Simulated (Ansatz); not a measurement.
`F[Si](F)(F)[SeH]` + PH₃ → `P[SeH]` + `F[SiH](F)F` at 500 K and 1 bar (ligand exchange at the Se–Si bond).

Isolated molecules relaxed with PBE0-D4/def2-TZVP in Ansatz; ΔE leaves out vibrations. CCSD(T)/CBS adds triple-zeta CCSD(T) − MP2 to the extrapolated MP2 energy (def2 sets, frozen cores). This one scheme is used for every species. For Se outer-core shells are correlated without core-valence functions, which leaves a few kJ/mol of doubt a bond. Scalar relativity is left out up to krypton. One conformer a species, not always the lowest.

```
           species  CCSD(T)/CBS energy (Eh)  H − E (kJ/mol)  S (J/(mol·K))
`F[Si](F)(F)[SeH]`              -2990.00244            86.8          397.9
               PH₃               -342.72256            81.5          231.4
          `P[SeH]`              -2743.44381            93.6          313.2
      `F[SiH](F)F`               -589.26725            75.7          315.5
```

H − E and S are ideal-gas, rigid-rotor, harmonic terms from PBE0-D4/def2-TZVP, for one conformer and one mirror image of each species. 1 Eh = 2625.50 kJ/mol, R = 8.31446 J/(mol·K).

Task: By hand: ΔE, ΔH, ΔS and ΔG.

Result: ΔE = (-2743.44381) + (-589.26725) − (-2990.00244) − (-342.72256) = 0.01394 Eh = 36.6 kJ/mol. Δ(H − E) = 93.6 + 75.7 − 86.8 − 81.5 = 1.0, so ΔH = 37.6 kJ/mol. ΔS = 313.2 + 315.5 − 397.9 − 231.4 = -0.6 J/(mol·K). ΔG = 37.6 − 500 × (-0.6)/1000 = 37.9 kJ/mol.

Task: By hand: the equilibrium constant, and the temperature at which ΔG would vanish if ΔH and ΔS stayed fixed.

Result: log₁₀ K = −ΔG/(RT ln 10) = -4.0. ΔH and −TΔS have one sign here, so there is no such temperature. One of them is within its doubt of zero, so this could turn.

The number of gas molecules stays the same, so ΔS is small and ΔH decides. A doubt of 5 kJ/mol in ΔE shifts log₁₀ K by 0.5 here. Other conformers and mirror images would add mixing entropy, several J/(mol·K) or more a flexible species. These are equilibria of isolated gas molecules and say nothing of rates. Largest T1 diagnostic: 0.013 (customary marks: 0.02 for closed shells, 0.045 for open ones).
